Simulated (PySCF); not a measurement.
Ionisation energy of Sn³²⁺ by level of theory

Sn³²⁺ [Ar] (1S) → Sn³³⁺ [Ne] 3s2 3p5 (2P), as a difference of total energies. Calculation: PySCF 2.14, in an uncontracted even-tempered set (18 s from 5 bohr⁻², ratio 2.5; 12 p from 6.5 bohr⁻², ratio 2.5; 5 d from 30 bohr⁻², ratio 2.7; 4 f from 45 bohr⁻², ratio 2.7); the spin-free X2C one-electron Hamiltonian (Gaussian nucleus). Correlated levels: outer shells: 1s2 frozen; virtual orbitals above 40 to 60 times the deepest correlated orbital energy dropped. The calculations carry no spin-orbit coupling.

```csv
method,ionisation energy (eV)
UHF,2093.0
LDA,2094.2
PBE,2094.4
PBE0,2094.6
r2SCAN,2095.2
PW91,2094.9
M06-2X,2095.0
MP2 (outer shells),2094.0
SCS-MP2 (outer shells),2093.8
```

A first-order spin-orbit estimate (lowest level to lowest level, LS coupling) adds -17.192 eV.

Breit and QED terms and the two-electron picture change are absent.

For comparison: 2074 ± 6 eV (semi-empirical (NIST evaluation); NIST Atomic Spectra Database, ionization energies).
